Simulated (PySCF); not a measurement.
C2H5I, charge +1, doublet, at a GFN2-xTB geometry (a state made from the parent by changing its charge; the spin is typed, not shown lowest) (all electrons, no relativity); BLYP/STO-3G in PySCF.

Here is a job for PySCF.
```python
from pyscf import gto, scf, dft

mol = gto.Mole()
mol.atom = '''
    C    -2.478723   -0.306987   -0.189352
    C    -1.156976   -0.960818   -0.395603
    I     0.610703    0.210441    0.097311
    H    -2.645574   -0.001020    0.849198
    H    -3.264268   -1.007805   -0.476162
    H    -2.597038    0.610028   -0.776827
    H    -1.047558   -1.881764    0.197300
    H    -0.998647   -1.265998   -1.441283
'''
mol.basis = 'sto-3g'
mol.charge = 1
mol.spin = 1
mol.verbose = 4
mol.build()

mf = dft.UKS(mol)
mf.xc = 'blyp'
mf.kernel()
```

Question: What does PySCF print? Leave out banner, timings and long lists.

Answer: 
```
PySCF version 2.14.0

[INPUT] verbose = 4
[INPUT] num. atoms = 8
[INPUT] num. electrons = 69
[INPUT] charge = 1
[INPUT] spin (= nelec alpha-beta = 2S) = 1
[INPUT] symmetry False subgroup None
[INPUT] Mole.unit = angstrom
[INPUT] Symbol           X                Y                Z      unit          X                Y                Z       unit  Magmom
[INPUT]  1 C     -2.478723000000  -0.306987000000  -0.189352000000 AA   -4.684107608660  -0.580121353802  -0.357823421139 Bohr   0.0
[INPUT]  2 C     -1.156976000000  -0.960818000000  -0.395603000000 AA   -2.186367772695  -1.815682875552  -0.747581324056 Bohr   0.0
[INPUT]  3 I      0.610703000000   0.210441000000   0.097311000000 AA    1.154061413450   0.397675855380   0.183891138908 Bohr   0.0
[INPUT]  4 H     -2.645574000000  -0.001020000000   0.849198000000 AA   -4.999410302270  -0.001927520647   1.604751645528 Bohr   0.0
[INPUT]  5 H     -3.264268000000  -1.007805000000  -0.476162000000 AA   -6.168572517182  -1.904475436967  -0.899815770925 Bohr   0.0
[INPUT]  6 H     -2.597038000000   0.610028000000  -0.776827000000 AA   -4.907690555088   1.152785848316  -1.467990276168 Bohr   0.0
[INPUT]  7 H     -1.047558000000  -1.881764000000   0.197300000000 AA   -1.979597719597  -3.556018591066   0.372842964377 Bohr   0.0
[INPUT]  8 H     -0.998647000000  -1.265998000000  -1.441283000000 AA   -1.887169325119  -2.392389494247  -2.723630137992 Bohr   0.0

nuclear repulsion = 212.409960554396
number of shells = 22
number of NR pGTOs = 126
number of NR cGTOs = 42
basis = sto-3g
ecp = {}

******** <class 'pyscf.dft.uks.UKS'> ********
method = UKS
initial guess = minao
damping factor = 0
level_shift factor = 0
DIIS = <class 'pyscf.scf.diis.CDIIS'>
diis_start_cycle = 1
diis_space = 8
diis_damp = 0
SCF conv_tol = 1e-09
SCF conv_tol_grad = None
SCF max_cycles = 50
direct_scf = True
direct_scf_tol = 1e-13
number electrons alpha = 35  beta = 34
XC library pyscf.dft.libxc version 7.1.2
    S. Lehtola, C. Steigemann, M. J. T. Oliveira, and M. A. L. Marques,  SoftwareX 7, 1–5 (2018)
XC functionals = blyp
    A. D. Becke,  Phys. Rev. A 38, 3098 (1988)
    C. Lee, W. Yang, and R. G. Parr,  Phys. Rev. B 37, 785 (1988)
    B. Miehlich, A. Savin, H. Stoll, and H. Preuss,  Chem. Phys. Lett. 157, 200 (1989)
radial grids:
    Treutler-Ahlrichs [JCP 102, 346 (1995); DOI:10.1063/1.469408] (M4) radial grids

becke partition: Becke, JCP 88, 2547 (1988); DOI:10.1063/1.454033
pruning grids: <function nwchem_prune>
grids dens level: 3
symmetrized grids: False
atomic radii adjust function: <function treutler_atomic_radii_adjust>
small_rho_cutoff = 0
Set gradient conv threshold to 3.16228e-05
tot grids = 99240
init E= -6909.45349814909

cycle= 1 E= -6930.3628907116  delta_E= -20.9  |g|= 0.309  |ddm|= 2.29
cycle= 2 E= -6930.18075832634  delta_E= 0.182  |g|= 0.645  |ddm|=  2.3

cycle= 3 E= -6930.5951285642  delta_E= -0.414  |g|= 0.165  |ddm|= 1.19
cycle= 4 E= -6930.62567100904  delta_E= -0.0305  |g|= 0.0863  |ddm|= 1.78
cycle= 5 E= -6930.63489689206  delta_E= -0.00923  |g|= 0.047  |ddm|= 1.76

cycle= 6 E= -6930.63435379712  delta_E= 0.000543  |g|= 0.024  |ddm|= 1.75
cycle= 7 E= -6930.63772295127  delta_E= -0.00337  |g|= 0.00982  |ddm|= 1.74
cycle= 8 E= -6930.63776738377  delta_E= -4.44e-05  |g|= 0.00678  |ddm|= 0.0163
cycle= 9 E= -6930.6349846379  delta_E= 0.00278  |g|= 0.0137  |ddm|= 1.74

cycle= 10 E= -6930.63502991818  delta_E= -4.53e-05  |g|= 0.0117  |ddm|= 0.0389

cycle= 11 E= -6930.6377410021  delta_E= -0.00271  |g|= 0.00482  |ddm|= 1.73

cycle= 12 E= -6930.637752582  delta_E= -1.16e-05  |g|= 0.00567  |ddm|= 0.442
cycle= 13 E= -6930.63497867407  delta_E= 0.00277  |g|= 0.0136  |ddm|= 1.72
cycle= 14 E= -6930.63499665213  delta_E= -1.8e-05  |g|= 0.0133  |ddm|= 0.0514

cycle= 15 E= -6930.63573651697  delta_E= -0.00074  |g|= 0.00926  |ddm|= 0.744

cycle= 16 E= -6930.63769914707  delta_E= -0.00196  |g|= 0.005  |ddm|= 1.33
cycle= 17 E= -6930.6377290302  delta_E= -2.99e-05  |g|= 0.00783  |ddm|= 0.511
cycle= 18 E= -6930.63772649078  delta_E= 2.54e-06  |g|= 0.00635  |ddm|= 0.066
cycle= 19 E= -6930.63494702018  delta_E= 0.00278  |g|= 0.0144  |ddm|= 1.73
cycle= 20 E= -6930.63497077582  delta_E= -2.38e-05  |g|= 0.0138  |ddm|= 0.00724
cycle= 21 E= -6930.63497836503  delta_E= -7.59e-06  |g|= 0.0135  |ddm|= 0.00546
cycle= 22 E= -6930.63500108227  delta_E= -2.27e-05  |g|= 0.0126  |ddm|= 0.0256
cycle= 23 E= -6930.6349994253  delta_E= 1.66e-06  |g|= 0.0127  |ddm|= 0.0135

cycle= 24 E= -6930.63779370811  delta_E= -0.00279  |g|= 0.0046  |ddm|= 1.74
cycle= 25 E= -6930.63497184621  delta_E= 0.00282  |g|= 0.0139  |ddm|= 1.73
cycle= 26 E= -6930.63758398707  delta_E= -0.00261  |g|= 0.0154  |ddm|= 1.74
cycle= 27 E= -6930.63770860215  delta_E= -0.000125  |g|= 0.0103  |ddm|= 0.0231
cycle= 28 E= -6930.6349118958  delta_E= 0.0028  |g|= 0.0153  |ddm|= 1.74
cycle= 29 E= -6930.63480486551  delta_E= 0.000107  |g|= 0.0181  |ddm|= 0.0103
cycle= 30 E= -6930.63476052944  delta_E= 4.43e-05  |g|= 0.0191  |ddm|= 0.00341
cycle= 31 E= -6930.63478593154  delta_E= -2.54e-05  |g|= 0.0185  |ddm|= 0.00218
cycle= 32 E= -6930.63479518155  delta_E= -9.25e-06  |g|= 0.0183  |ddm|= 0.00397
cycle= 33 E= -6930.63774648554  delta_E= -0.00295  |g|= 0.00845  |ddm|= 1.74
cycle= 34 E= -6930.63479885  delta_E= 0.00295  |g|= 0.0183  |ddm|= 1.74
cycle= 35 E= -6930.63757353086  delta_E= -0.00277  |g|= 0.0158  |ddm|= 1.74
cycle= 36 E= -6930.63775700696  delta_E= -0.000183  |g|= 0.00777  |ddm|= 0.0338
cycle= 37 E= -6930.63481597353  delta_E= 0.00294  |g|= 0.0178  |ddm|= 1.74
cycle= 38 E= -6930.63483809279  delta_E= -2.21e-05  |g|= 0.0173  |ddm|= 0.00239
cycle= 39 E= -6930.63484621297  delta_E= -8.12e-06  |g|= 0.0171  |ddm|= 0.000538
cycle= 40 E= -6930.63478357297  delta_E= 6.26e-05  |g|= 0.0186  |ddm|= 0.0042
cycle= 41 E= -6930.63478480049  delta_E= -1.23e-06  |g|= 0.0186  |ddm|= 0.000119

cycle= 42 E= -6930.6361987017  delta_E= -0.00141  |g|= 0.00808  |ddm|=  1.1
cycle= 43 E= -6930.63495032799  delta_E= 0.00125  |g|= 0.0142  |ddm|= 1.14
cycle= 44 E= -6930.63761304351  delta_E= -0.00266  |g|= 0.0144  |ddm|= 1.74
cycle= 45 E= -6930.63760364658  delta_E= 9.4e-06  |g|= 0.0147  |ddm|= 0.00299
cycle= 46 E= -6930.63770056207  delta_E= -9.69e-05  |g|= 0.0106  |ddm|= 0.0537
cycle= 47 E= -6930.63770494916  delta_E= -4.39e-06  |g|= 0.0104  |ddm|= 0.00262
cycle= 48 E= -6930.63772951017  delta_E= -2.46e-05  |g|= 0.0089  |ddm|= 0.0241
cycle= 49 E= -6930.63776718767  delta_E= -3.77e-05  |g|= 0.00709  |ddm|= 0.141
cycle= 50 E= -6930.63490964998  delta_E= 0.00286  |g|= 0.0154  |ddm|= 1.74
SCF not converged.
SCF energy = -6930.63490964998 after 50 cycles  <S^2> = 0.75069235  2S+1 = 2.0006922
```

The run did not converge; its last values are not results.
